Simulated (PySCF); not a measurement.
WOF: from structure and modes to constants

Computed with PySCF, UPBE0, basis W def2-TZVP with ECP60, O def2-TZVP, F def2-TZVP (scalar-relativistic core potentials, no spin–orbit coupling, density fitting).

The quartet minimum has Cs symmetry. Masses (u): W 183.95093, O 15.99492, F 18.99840.

```xyz
3
charge 0 multiplicity 4, angstrom
W    -0.0365    0.0000   -0.0823
O    -1.6735    0.0000    0.3536
F     1.7612    0.0000    0.5198
```

Harmonic wavenumbers (cm⁻¹): 146.5 (a', ×1), 643.9 (a', ×1), 1039.2 (a', ×1).

(1) Find the principal moments of inertia and the rotational constants. What kind of rotor is it?

(2) What is the harmonic zero-point energy?

(3) Find the vibrational entropy and heat capacity at 298.15 K.

(4) Give the standard entropy (298.15 K, 1 bar) by its translational, rotational, vibrational and spin parts, and Cp.

Results:

(1) About the centre of mass I = 7.6324, 104.72, 112.35 u Å². With B = 16.8576/I this gives 2.209, 0.161, 0.15 cm⁻¹. The molecule is an asymmetric top with κ = -0.99.

(2) Half the sum of all 3 wavenumbers, 1830/2 = 915 cm⁻¹, which is 10.9 kJ/mol (1 cm⁻¹ = 0.0119627 kJ/mol).

(3) With u = 1.43878 ω/T, each mode gives S = R[u/(eᵘ−1) − ln(1−e⁻ᵘ)] and C = R u² eᵘ/(eᵘ−1)².
```json
{"ω (cm⁻¹)": "146.5", "u": "0.707", "S (J/(mol K))": "11.37", "C (J/(mol K))": "7.98"}
{"ω (cm⁻¹)": "643.9", "u": "3.107", "S (J/(mol K))": "1.59", "C (J/(mol K))": "3.93"}
{"ω (cm⁻¹)": "1039.2", "u": "5.015", "S (J/(mol K))": "0.33", "C (J/(mol K))": "1.41"}
```
The sums over all modes are S = 13.3 and C = 13.3 J/(mol K); the softest mode gives 86 % of the entropy.

(4) Sackur–Tetrode with M = 218.94 u gives 176.1; rotation with symmetry number 1 gives 95.9; vibration 13.3; spin R ln 4 = 11.5. The total is 296.8 J/(mol K), and Cp = 4 R + 13.3 = 46.6 J/(mol K).

This need not be the most stable arrangement of these atoms. With open d or f shells other occupations or spin states may lie lower. Spin–orbit coupling, left out here, can matter for elements this heavy.
